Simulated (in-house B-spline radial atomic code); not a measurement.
A run on Re⁻ that did not converge. Method: scalar-relativistic (X2C) B3LYP, spin-polarised, spherical fractional occupations, exact exchange averaged over the configuration, Fermi nucleus of rms radius 5.3698 fm; computed with a B-spline radial code for spherical atoms.

Command:
```bash
python run_scf.py task.json out
```
Settings (nuclear radius in fm, mass in u):
```
Z                75
configuration    [Xe] 4f14 5d6 6s2
hamiltonian      x2c
method           b3lyp
spin_polarised   True
nucleus          fermi
rms_radius       5.3698
atomic_mass      186.95575
speed_of_light   137.035999084
exact_exchange   averaged over the configuration
```

First and last ten iterations of the last attempt (damped for 15 steps, keeping 80 % of the old Fock matrix, then DIIS):
```
 iter        energy (Eh)    residual
    1      -16692.046204    5.36e-01
    2      -16448.714319    1.40e+00
    3      -16685.047299    5.11e-01
    4      -16690.625294    2.66e-01
    5      -16692.782993    1.31e-01
    6      -16693.569391    7.11e-02
    7      -16693.853882    4.46e-02
    8      -16693.960083    2.87e-02
    9      -16694.001406    1.98e-02
   10      -16694.018262    1.41e-02
  111      -16694.010300    1.56e-02
  112      -16694.009972    1.57e-02
  113      -16694.014241    1.44e-02
  114      -16694.016264    1.38e-02
  115      -16694.014112    1.35e-02
  116      -16694.016127    1.38e-02
  117      -16694.014006    1.35e-02
  118      -16694.009938    1.50e-02
  119      -16694.014017    1.35e-02
  120      -16694.009601    1.51e-02
 not converged after 120 iterations
```

The smallest residual met was 7.1e-03; the threshold is about 8e-07. No energy from this run should be used. Run time, properties included: 5.2 s on 1 thread of Arm Neoverse V2, on a shared host.
